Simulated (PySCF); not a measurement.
# Excitation energy of Xe⁺ by level of theory

Xe⁺ [Kr] 4d10 5s2 5p5 (2P) → Xe⁺ [Kr] 4d10 5s2 5p4 6s1 (4P), as a difference of total energies. Computed with PySCF 2.14 in aug-cc-pVTZ-DK3, with the spin-free X2C one-electron Hamiltonian (Gaussian nucleus). Correlated levels: valence: [Kr] 4d10 frozen. The calculations carry no spin-orbit coupling.

```json
{"method": "UHF", "excitation energy (cm⁻¹)": "90440"}
{"method": "MP2 (valence)", "excitation energy (cm⁻¹)": "92644"}
{"method": "SCS-MP2 (valence)", "excitation energy (cm⁻¹)": "93754"}
{"method": "CCSD (valence)", "excitation energy (cm⁻¹)": "92773"}
{"method": "CCSD(T) (valence)", "excitation energy (cm⁻¹)": "92690"}
```

Errors of the correlated levels include the incompleteness of this basis and the frozen core.

The promoted electron is Rydberg-like, and one or two diffuse shells describe it only roughly, which tends to raise the upper state.

For comparison: 91570 cm⁻¹ (measured; NIST levels, between the centres of gravity of the two terms).
